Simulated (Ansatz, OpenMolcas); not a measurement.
# CuOH (SMILES [Cu]O): the vertical energy of the triplet above the singlet, rung by rung

CuOH has 3 atoms, charge 0, and is taken as a singlet. SMILES: `[Cu]O`. The coordinates come from a PBE0-D4/def2-TZVP relaxation.

```xyz
3

Cu   -1.1528    0.2853   -0.5969
O     0.4129    0.3078    0.2600
H     0.7399   -0.5931    0.3369
```

Each level gives the vertical energy of the triplet above the singlet (eV). The values are calculated.

| level | kind | program | value (eV) | less CCSD(T)/cc-pVTZ | CPU time (all runs) |
| --- | --- | --- | --- | --- | --- |
| HF/cc-pVTZ | Hartree–Fock | Ansatz | -0.40 | -2.30 | 37 s |
| SVWN5/cc-pVTZ | LDA | OpenMolcas | 1.93 | +0.03 | 70 s |
| PBE/cc-pVTZ | GGA | OpenMolcas | 1.75 | -0.15 | 1.7 min |
| r2SCAN/cc-pVTZ | meta-GGA | Ansatz | 1.52 | -0.38 | 3.9 min |
| M06-2X/cc-pVTZ | hybrid meta-GGA | OpenMolcas | 1.50 | -0.40 | 2.5 min |
| MP2/cc-pVTZ | perturbation theory | Ansatz | 3.54 | +1.64 | 48 s |
| CCSD(T)/cc-pVTZ | coupled cluster or CI | Ansatz | 1.90 | 0.00 | 3.6 min |
| CCSD/cc-pVTZ | coupled cluster or CI | Ansatz | 1.72 | -0.18 | 3.3 min |

CCSD(T)/cc-pVTZ is the highest level here, not the true value. The values span -0.40 to 3.54 eV. CPU times are rough (shared hosts, several kinds of processor): they show what a rung costs within a factor of a few.
